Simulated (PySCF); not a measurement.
Compound: C3H10SSi.
SMILES with atom numbers: `[CH3:1][CH:2]([CH3:3])[S:4][SiH3:5]` (hydrogens: H6, H7, H8 on C1; H9 on C2; H10, H11, H12 on C3; H13, H14, H15 on Si5)

Geometry (GFN2-xTB, Å), atoms numbered from 1 in this order:
```
atom  x, y, z in Å
C1    -1.869   -0.145   -0.874
C2    -0.570    0.135   -0.138
C3    -0.632   -0.318    1.310
S4     0.793   -0.744   -1.027
Si5    2.524    0.297   -0.334
H6    -2.689    0.395   -0.403
H7    -2.089   -1.210   -0.850
H8    -1.794    0.165   -1.912
H9    -0.334    1.201   -0.193
H10   -1.440    0.200    1.826
H11    0.302   -0.106    1.827
H12   -0.818   -1.389    1.357
H13    3.566   -0.116   -1.255
H14    2.824   -0.080    1.045
H15    2.222    1.723   -0.401
```

The closed-shell SCF was solved with PySCF and density fitting under several settings on one GFN2-xTB geometry (grid level 2 and gas phase unless stated).

| settings | basis functions | SCF cycles | E (Eh) | HOMO (eV) | LUMO (eV) | dipole (D) |
| --- | --- | --- | --- | --- | --- | --- |
| PBE0/pcSseg-1 | 149 | 12 | -807.5818 | -6.78 | 0.28 | 1.71 |
| CAM-B3LYP/def2-SVPD | 191 | 12 | -807.6836 | -8.07 | 1.01 | 1.64 |
| wB97X-D/aug-pcSseg-1, grid level 1 | 234 | 10 | -807.9627 | -8.60 | 0.85 | 1.69 |
| HCTH407/Sadlej pVTZ, IEF-PCM cyclohexane | 226 | 13 | -808.1711 | -5.76 | -0.89 | 1.81 |
| PW91/6-31G | 73 | 12 | -807.8199 | -5.38 | -0.46 | 1.98 |

Estimate the rows for these settings: (1) KT2/def2-TZVP; (2) PBE0/Sadlej pVTZ.

```csv
settings,basis functions,SCF cycles,E (Eh),HOMO (eV),LUMO (eV),dipole (D)
KT2/def2-TZVP,227,15,-815.8722,-5.65,-0.75,1.51
PBE0/Sadlej pVTZ,226,12,-807.6557,-6.74,-0.15,1.62
```

Over all rows, what range does the HOMO–LUMO gap span?

From 4.87 eV (HCTH407/Sadlej pVTZ, IEF-PCM cyclohexane) to 9.45 eV (wB97X-D/aug-pcSseg-1, grid level 1). The functional of the narrowest has no exact exchange, that of the widest range-separated exact exchange.

And the dipole moment?

From 1.51 D (KT2/def2-TZVP) to 1.98 D (PW91/6-31G); the largest is 1.31 times the smallest, and the median is 1.69 D.

Compare two rows with the functional PBE0: PBE0/pcSseg-1 and PBE0/Sadlej pVTZ. Which energy is lower, and by how much?

PBE0/Sadlej pVTZ (226 functions) lies 0.0739 Eh or 46 kcal/mol below PBE0/pcSseg-1 (149 functions).

wB97X-D ran without the empirical dispersion term, which would shift the total energy alone. Cycle counts include a coarse-grid stage where the run had one. KT2 was designed for NMR shieldings or shifts; total energies of different functionals aren't comparable. Geometry: GFN2-xTB, one conformer.
